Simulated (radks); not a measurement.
The numbers below are computed, except where a source is named.
Species: Ni3+. Configuration: [Ar] 3d6.5 4p0.5 (fractional occupations, a model configuration).

Code: a radial shooting solver on a logarithmic mesh with Libxc functionals. Model: Dirac Kohn-Sham, BLYP, spin-unpolarised, spherical densities, point nucleus; open shells are shared between the two j in proportion to 2j + 1.

Energy parts (eV):
total: -41310.868
kinetic: 41984.149
electron-nucleus: -98139.186
Hartree: 16539.782
exchange-correlation: -1695.614

Orbitals (lengths in bohr, moments of r in powers of bohr):
orbital	occ.	eigenvalue (eV)	<r>	<1/r>	<r^2>
1s1/2	2	-8258.392	0.05409	28.09	0.003935
2s1/2	2	-1027.934	0.2448	6.097	0.07076
2p1/2	2	-902.7023	0.2131	6.050	0.05584
2p3/2	4	-885.2076	0.2163	5.924	0.05741
3s1/2	2	-155.2621	0.7323	1.944	0.6182
3p1/2	2	-116.9026	0.7578	1.822	0.6752
3p3/2	4	-114.6134	0.7672	1.793	0.6917
3d3/2	2.6	-51.6822	0.8711	1.489	0.9567
3d5/2	3.9	-51.3990	0.8750	1.482	0.9652
4p1/2	0.166667	-27.3912	2.387	0.5485	6.458
4p3/2	0.333333	-27.1486	2.407	0.5433	6.567

The highest occupied level is 4p3/2 at -27.149 eV. The density falls to 0.001 e/bohr^3 at r = 3.23 bohr. Summed over all electrons, <r^2> = 15.36 bohr^2, which gives a Langevin (diamagnetic) susceptibility term of -12.2 x 10^-6 cm^3/mol.

Run on one thread of a shared host, so times are rough (Arm Neoverse V2): 0.1 s of CPU time, 0.1 s wall, 15 iterations on 2476 mesh points.
